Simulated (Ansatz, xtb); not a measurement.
## Isomers of C3H10GeSi2 in order of energy

10 gas-phase structures of C3H10GeSi2, from a drawn sample of its isomers (lower ones may exist). Each was relaxed with GFN2-xTB; where two conformers were screened, the lower at r2SCAN-D4/def2-SVP is listed:

A. `[SiH3]C#[C][GeH2][CH2][SiH3]`, a singlet
B. `C#C[SiH2]C[SiH2][GeH3]`, a singlet
C. `CC#[C][GeH2][SiH2][SiH3]`, a singlet
D. `C#[C][Ge@@H]([SiH3])[SiH2]C`, a singlet
E. `CC#C[SiH2][SiH2][GeH3]`, a singlet
F. `CC1=[CH][GeH2][SiH2][SiH2]1`, a singlet
G. `C#C[SiH2][GeH2][CH2][SiH3]`, a singlet
H. `C#C[Si@@H]([GeH3])[SiH2]C`, a singlet
I. `[SiH3]C[SiH2]C#[C][GeH3]`, a singlet
J. `C#[C][GeH2][SiH2]C[SiH3]`, a singlet

Q: Which do you expect lowest at r2SCAN-D4/def2-SVP, and how would the others follow?

A: Calculated order at r2SCAN-D4/def2-SVP: F (0.000), E (1.226), H (1.237), I (1.240), B (1.287), D (1.289), A (1.392), C (1.430), G (1.455), J (1.506) eV. Less than 1 kcal/mol parts E and H; H and I; B and D; A and C; C and G, so the order within those pairs means little.

Energies above the lowest of each column, in eV; the last columns are at PBE-D3(BJ)/def2-SVP geometries and were run for some of them only (a dash: not run or not comparable):

| structure | GFN2-xTB | HF/STO-3G | r2SCAN-D4/def2-SVP | PBE-D3(BJ)/def2-SVP | CCSD(T)/def2-SVP + ΔMP2/def2-TZVPP |
| --- | --- | --- | --- | --- | --- |
| F | 0.000 | 0.000 | 0.000 | 0.000 | 0.000 |
| E | 0.728 | 1.327 | 1.226 | 1.210 | 1.048 |
| H | 1.293 | 1.262 | 1.237 | 1.235 | 0.917 |
| I | 1.026 | 1.097 | 1.240 | – | – |
| B | 0.996 | 1.490 | 1.287 | – | – |
| D | 0.686 | 1.154 | 1.289 | – | – |
| A | 0.918 | 1.291 | 1.392 | – | – |
| C | 0.731 | 1.338 | 1.430 | – | – |
| G | 0.973 | 1.635 | 1.455 | – | – |
| J | 0.974 | 1.523 | 1.506 | – | – |

Every level run on F puts it lowest or level with the lowest. CCSD(T)/def2-SVP + ΔMP2/def2-TZVPP orders those it was run on as F (0.000), H (0.917), E (1.048) eV. Flexible structures stand in one conformer each, not always the lowest. E keeps a small imaginary mode. Frequencies (GFN2-xTB) were run for E, F, H alone. ΔMP2 is the change of the MP2 energy from the smaller to the larger basis.

Over these structures GFN2-xTB departs from r2SCAN-D4/def2-SVP by 0.209 eV on average once a common shift is removed. A GFN2-xTB relaxation took about 0.12 s and the r2SCAN-D4/def2-SVP energy about 1.8 s on a shared host (Ansatz 0.2.0, xtb 6.7.1).
